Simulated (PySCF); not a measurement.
# Spin–spin coupling constants

Geometry (Å), atoms numbered from 1 in this order:
```xyz
21

C    -2.122   -0.757    0.065
C    -1.166    0.312    0.539
O     0.052    0.155   -0.130
C     1.088    1.022    0.273
C     0.923    2.410   -0.331
C     2.402    0.371   -0.134
C     2.625   -0.985    0.512
H    -2.279   -0.676   -1.021
H    -1.718   -1.758    0.278
H    -3.096   -0.658    0.567
H    -1.012    0.235    1.636
H    -1.601    1.315    0.353
H     1.070    1.108    1.381
H    -0.028    2.874   -0.028
H     0.937    2.345   -1.430
H     1.737    3.077   -0.010
H     3.224    1.061    0.119
H     2.402    0.272   -1.233
H     1.798   -1.665    0.264
H     3.565   -1.445    0.170
H     2.674   -0.901    1.610
```

Couplings: B3LYP/pcJ-1 (without the spin–dipole term) in PySCF 2.14, geometry PBE0-D3(BJ)/def2-SVP; gas phase, one conformer, non-relativistic. Couplings are averaged over pairs made equivalent by symmetry, fast rotation or ring inversion, so a value needn't be that of the named pair in this geometry, while other rotamers aren't included; one pair stands for each set, and the list holds a selection of those of at least 1.5 Hz over up to four bonds, among pairs with at least one C or H atom (others weren't computed).

Isotopes: ¹³C, ¹H, ¹⁷O. Couplings to quadrupolar nuclei such as 17O and 33S are rarely resolved in practice.

```
    pair  bonds  J (Hz)
  C1, C2      1       ?
  C1, H8      1       ?
  C2, O3      1    23.1
 C2, H11      1   141.4
 C2, H12      1   141.9
  O3, C4      1       ?
  C4, C5      1    40.9
  C4, C6      1    41.6
 C4, H13      1   138.6
 C5, H14      1   132.1
  C6, C7      1    38.1
 C6, H17      1   129.2
 C6, H18      1   131.2
 C7, H19      1       ?
 C1, H12      2    -2.0
  O3, C5      2    -2.2
 O3, H12      2    -3.3
H17, H18      2       ?
H19, H20      2   -13.8
  C2, C6      3     4.1
  O3, C7      3       ?
 C4, H11      3     3.3
 C4, H19      3       ?
  C5, C7      3       ?
 H8, H11      3     7.9
H13, H17      3     2.2
```

Q: Estimate the withheld couplings, with signs.

A: 
- ¹J(C1,C2) = 42.6 Hz (bond length 1.510 Å)
- ¹J(C1,H8) = 133.1 Hz (bond length 1.100 Å, sp3 carbon)
- ¹J(O3,C4) = 22.8 Hz (bond length 1.410 Å)
- ¹J(C7,H19) = 132.5 Hz (bond length 1.099 Å, sp3 carbon)
- ²J(H17,H18) = -14.9 Hz (angle at C6 107°)
- ³J(O3,C7) = -1.9 Hz (dihedral angle 60°)
- ³J(C4,H19) = 5.3 Hz (mean over equivalent pairs that range from 2.3 to 10.9 Hz in this conformer)
- ³J(C5,C7) = 4.2 Hz (dihedral angle 177°)
